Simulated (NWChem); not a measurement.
# CH₃AlI₂; SMILES [CH3][Al]([I])[I]

```xyz
7

Al     0.9528    -0.0047     0.0089
I     -0.3401    -2.1131    -0.0051
I     -0.3268     2.1122    -0.0051
C      2.8932     0.0019     0.0049
H      3.2860     0.7852     0.6721
H      3.2602     0.2231    -1.0117
H      3.3052    -0.9716     0.3108
```
Atoms are numbered in this order, from 1.

Results from NWChem. The geometry was optimised at PBE0/def2-SVP. def2 effective core potentials on I; no spin-orbit coupling. B3LYP is NWChem's, with the RPA form of VWN correlation. Field at 589 nm.

Task: What does the run give for B3LYP/def2-SVP (core potentials)? Quantities: isotropic polarisability (bohr³); anisotropy (bohr³).

Result: 
```json
{
  "isotropic polarisability (bohr³)": "91.3",
  "anisotropy (bohr³)": "54.6"
}
```
